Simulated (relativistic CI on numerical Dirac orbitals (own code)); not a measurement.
# Hyperfine structure of Tm⁴⁵⁺, mass number 171

Computed by Dirac-Coulomb-Breit CI, separate exchange-only KLI orbitals for each configuration, model QED (radiative potential, 1s self-energy scaled to tabulated hydrogen-like ionisation energies), unscaled Slater integrals (own radial code, finite nucleus).

Configurations in the expansion (outside the closed core [Ne]): 3s²3p⁶3d⁶, 3s²3p⁵3d⁷, 3s²3p⁴3d⁸, 3s3p⁶3d⁷, 3p⁶3d⁸, 3s3p⁵3d⁸, 3s²3p⁶3d⁵4s, 3s²3p⁶3d⁵4p, 3s²3p⁴3d⁷4s, 3s²3p⁶3d⁵4d, 3s²3p⁵3d⁶4s, 3s²3p⁶3d⁵4f, 3s²3p⁶3d⁴4s², 3s3p⁶3d⁶4s, 3p⁶3d⁷4s, 3p⁶3d⁷4p. Levels of other configurations are missing.

Nuclear spin I = 1/2, μ = -0.23 μN (tables of Stone and Pyykkö). The electronic factors are computed for point nuclear moments, without core polarisation or the Bohr-Weisskopf and QED corrections.

```json
{"Level": "3s²3p⁶3d⁶ ⁵D3", "E (cm⁻¹)": "348552", "A (MHz)": "-9250"}
{"Level": "3s²3p⁶3d⁶ ⁵D1", "E (cm⁻¹)": "382786", "A (MHz)": "-13800"}
{"Level": "3s²3p⁶3d⁶ ³G5", "E (cm⁻¹)": "426435", "A (MHz)": "-17740"}
{"Level": "3s²3p⁶3d⁶ ³H6", "E (cm⁻¹)": "427317", "A (MHz)": "-19610"}
{"Level": "3s²3p⁶3d⁶ ³P1", "E (cm⁻¹)": "587685", "A (MHz)": "-11660"}
```

Levels with J = 0, under 50 % of one LS term, or S terms without an open s electron are left out. Small factors come from cancelling terms and can be off by tens of per cent or more.

At this charge energies of transitions that change n are usually good to better than 1 %, and those within a shell (Δn = 0) to a few per cent.

Problem. Give the hyperfine levels of 3s²3p⁶3d⁶ ⁵D3 relative to its centre of gravity.

Solution. With K = F(F + 1) − I(I + 1) − J(J + 1), E = AK/2: F = 5/2: 18500, F = 7/2: -13880 MHz.

LS names give the leading component of a level, which can be under half, so a name can repeat, a term be missing and a line seem to break the LS rules.
